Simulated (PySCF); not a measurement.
Stretching NaSb⁻

Set-up: PySCF, scalar-relativistic core potentials, basis sets Na aug-cc-pVDZ, Sb aug-cc-pVDZ-PP with ECP28. Energies in eV from Na + Sb⁻ in their ground configurations at the same level. State: ⁴Σ⁻ (quartet), unpaired electrons σ ↑, π ↑↑.

All columns are ωB97X. A positive dipole points towards Sb; it is taken about the centre of mass and depends on that origin.

| R (Å) | E (eV) | μ (D) | Mulliken charge on Na (basis-dependent) | HOMO (eV) | LUMO (eV) | Mayer bond order | ⟨S²⟩ |
| --- | --- | --- | --- | --- | --- | --- | --- |
| 2.693 | -0.815 | 10.22 | -0.38 | -0.57 | 2.03 | 0.56 | 3.76 |
| 2.818 | -0.949 | 9.86 | -0.36 | -0.63 | 2.04 | 0.55 | 3.76 |
| 2.943 | -1.020 | 9.48 | -0.34 | -0.70 | 2.04 | 0.53 | 3.76 |
| 3.037 | -1.045 | 9.18 | -0.31 | -0.75 | 2.04 | 0.51 | 3.76 |
| 3.131 | -1.050 | 8.88 | -0.29 | -0.80 | 2.04 | 0.48 | 3.76 |
| 3.225 | -1.041 | 8.57 | -0.26 | -0.85 | 2.04 | 0.45 | 3.76 |
| 3.350 | -1.014 | 8.15 | -0.23 | -0.93 | 2.04 | 0.41 | 3.76 |
| 3.507 | -0.964 | 7.63 | -0.21 | -1.02 | 2.04 | 0.37 | 3.76 |
| 3.695 | -0.890 | 7.02 | -0.19 | -1.13 | 2.04 | 0.33 | 3.76 |
| 3.945 | -0.785 | 6.22 | -0.17 | -1.28 | 2.03 | 0.29 | 3.76 |

A fit through these points gives, at Re = 3.116 Å, μ = 8.93 D and dμ/dR = -3.27 D/Å; the reduced mass is 19.32 u.

Q: How strong is the fundamental in the double-harmonic approximation, I = 42.26·(dμ/dR)²/μred km/mol?

A: I = 42.26·(-3.27)²/19.32 = 23.4 km/mol at ωB97X.

Spin–orbit coupling is left out, which matters for elements this heavy, above all for dissociation energies. For an ion De counts to the pair picked by the measured ionisation energies or electron affinities, which need not be the lowest pair at this level. The state was picked by a PBE0 search and need not be the measured ground state.
